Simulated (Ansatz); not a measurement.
Two isomers of H8OSi4: A = `[SiH3][SiH]1O[SiH2][SiH2]1`, B = `O[Si]1([SiH3])[SiH2][SiH2]1`.

Program: Ansatz. Geometries: PBE0-D4/def2-TZVP. ΔE: electronic, gas phase. CCSD(T)/CBS is the MP2 limit (def2-TZVPP, def2-QZVPP) plus CCSD(T) − MP2 in def2-TZVPP, frozen cores. Functionals use def2-TZVPP. One conformer a species, not always the lowest.

A:

```xyz
13

Si   -1.5185   -1.8575   -0.5560
Si   -0.4422   -0.2528    0.7636
O     1.2084   -0.5481    0.8763
Si    2.0336    0.7734    0.2670
Si   -0.0064    1.8439   -0.2264
H    -2.9645   -1.5122   -0.6375
H    -0.9450   -1.8429   -1.9287
H    -1.3799   -3.2270    0.0090
H    -1.0501   -0.2098    2.1245
H     2.8912    1.3868    1.3158
H     2.8968    0.3711   -0.8750
H    -0.3654    1.9999   -1.6606
H    -0.3580    3.0753    0.5281
```

B:

```xyz
13

O    -1.516   -0.896   -1.721
Si   -0.489   -0.307   -0.570
Si    1.441   -1.590   -0.396
Si    0.112    1.878   -0.072
Si   -0.932    0.530    1.548
H    -2.342   -0.427   -1.854
H     2.269   -0.950    0.663
H     2.211   -1.605   -1.668
H     1.140   -2.990    0.005
H    -0.821    2.982   -0.426
H     1.527    2.330   -0.105
H    -0.325   -0.059    2.769
H    -2.275    1.104    1.829
```

(1) Which isomer does CCSD(T)/CBS put lower? Give the gap. (An estimate is asked.)

(2) Give E(B) − E(A) in kcal/mol with ωB97M-V, CCSD/def2-TZVPP, CCSD(T)/def2-TZVPP, HF/def2-TZVPP, PBE-D4, B2PLYP, MP2/def2-TZVPP. (An estimate is asked.)

Largest T1 diagnostic: 0.015.

## Answers

(1) Ansatz gave: A, by 35.6 kcal/mol.

(2) Computed: ωB97M-V 36.3, CCSD/def2-TZVPP 37.2, CCSD(T)/def2-TZVPP 35.8, HF/def2-TZVPP 43.5, PBE-D4 29.4, B2PLYP 36.7, MP2/def2-TZVPP 36.5. None reverses the order clearly.

From PBE to PBE0 (25 % exact exchange), in def2-TZVPP and without D4, E(B) − E(A) moves by +2.4 kcal/mol. In def2-TZVPP, CCSD(T) changes the Hartree–Fock value by −7.7 kcal/mol (the triples alone add −1.4 kcal/mol) and MP2 by −7.0 kcal/mol.
